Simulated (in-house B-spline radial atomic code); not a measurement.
**Ionising the promethium ion Pm³⁺ with different functionals**

Computed with a B-spline radial code for spherical atoms: four-component Dirac-Coulomb Hamiltonian, Fermi nucleus of rms radius 4.962 fm, spin-restricted, spherical fractional occupations for the functionals. The ionisation energy is the difference of two self-consistent energies, [Xe] 4f4 → [Xe] 4f3, without Breit or QED terms; ε is the level of the shell that loses the electron (mean over j). The electron is taken from both j subshells in proportion to 2j + 1, so the result is a j average, not the step between ground levels.

Hybrids are left out here: with spherical fractional occupations of an open shell their exact exchange keeps a self-interaction that integer-occupation calculations don't have.

| method | rung | ΔSCF (eV) | -ε(4f) (eV) |
| --- | --- | --- | --- |
| LDA VWN5 | LDA | 41.38 | 31.97 |
| relativistic LDA | LDA | ? | ? |
| LDA PW92 | LDA | 41.37 | 31.96 |
| LDA exchange-only | LDA | 39.53 | 30.19 |
| PBE | GGA | 41.02 | 31.62 |
| PBEsol | GGA | 41.08 | 31.67 |
| BLYP | GGA | 40.83 | 31.44 |
| RPBE | GGA | 40.95 | 31.56 |
| PW91 | GGA | 41.12 | 31.72 |
| BP86 | GGA | ? | ? |
| AM05 | GGA | 41.12 | 31.71 |
| OLYP | GGA | 41.46 | 31.99 |

Task: What does BP86 give?

Result: ΔSCF 41.13 eV, and -ε(4f) = 31.73 eV.

Task: What does relativistic LDA give?

Result: ΔSCF 41.54 eV, and -ε(4f) = 32.11 eV.

Task: How do they compare with the NIST value?

Result: NIST lists 41.17 eV ± 0.09 (semi-empirical, ground level to ground level). Errors run from -1.64 to +0.37 eV; BP86 is closest (-0.04 eV), though others lie within the uncertainty of it, and part of that can be cancellation, since the calculations leave out Breit-QED terms, spin polarisation, the choice among j levels, multiplet and fine-structure energies.
